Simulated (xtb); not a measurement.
H6OSn2, SMILES [SnH3][O][SnH3]. All values are semi-empirical tight-binding results from xtb (GFN2-xTB unless named), good for trends rather than for accurate numbers. The structure is a stationary point at GFN2-xTB.

Optimised geometry:

```xyz
9

O      0.1249    -0.2571    -0.0023
Sn    -1.6997    -0.8067    -0.0023
H     -1.5459    -2.4507    -0.0365
H     -2.3767    -0.1512    -1.3685
H     -2.3576    -0.2085     1.3999
Sn     1.6835     0.8399     0.0026
H      1.1794     2.4241    -0.0181
H      2.4688     0.3769    -1.3773
H      2.4435     0.4050     1.4065
```

A frequency run showed that this geometry is not a minimum.

For metal compounds this method's bond lengths and energies can be far off.

```
Quantity       Value
-----------  -------
orbital gap  5.93 eV
```

Give the atomic charges and the Wiberg bond orders between heavy atoms. (An estimate is asked for; the answer gives what the named calculation found.)

charges (e) O1 -0.51, Sn2 0.19, H3 0.03, H4 0.02, H5 0.02, Sn6 0.19, H7 0.02, H8 0.03, H9 0.03. Bond orders O1–Sn2 0.91, O1–Sn6 0.91.
